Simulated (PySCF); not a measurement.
A structure optimised at r2SCAN-D4/def2-SVP, used in a PySCF frequency run:

```xyz
5

Zr     0.0000     0.0000    -0.2664
F     -1.5408    -0.8896    -0.9177
F      0.0000     1.7792    -0.9177
F      1.5408    -0.8896    -0.9177
Cl     0.0000     0.0000     2.0844
```

Task: Write its SMILES, formula and point group.

Result: [F][Zr]([F])([F])[Cl], ClF3Zr, C3v

Task: What are its rotational constants (standard atomic weights)?

Result: 2.8012, 1.6921, 1.6921 GHz
